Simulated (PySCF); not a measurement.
## In (indium, neutral) across methods

[Kr] 4d10 5s2 5p1, 2P determinant. All numbers are calculated (PySCF 2.14, a scalar-relativistic core potential, in def2-TZVPPD with the def2 core potential (28 electrons)).

```
method  E (hartree)  mean ε 5s α (eV)  mean ε 5s β (eV)  mean ε 5p α (eV)  Σ⟨r²⟩ (bohr²)   ⟨S²⟩
   UHF   -189.21009           -11.550           -10.040            -5.477          57.23  0.763
   LDA    -189.7963            -8.715            -8.281            -2.845          55.90  0.751
PBEsol    -189.8916            -8.482            -7.972            -2.798          55.90  0.752
  MN15    -189.7066           -10.253            -9.695            -3.933          56.44  0.753
 M06-L    -190.2529            -8.330            -7.856            -2.644          55.53  0.751
revPBE    -190.1707            -8.339            -7.819            -2.792          56.21  0.752
r2SCAN    -190.1822            -8.668            -8.092            -3.043          55.55  0.755
   PBE    -190.1174            -8.424            -7.931            -2.810          56.20  0.752
  PBE0    -190.1140            -9.396            -8.677            -3.584          55.93  0.753
```

Energies and moments cover only the electrons outside the core potential.
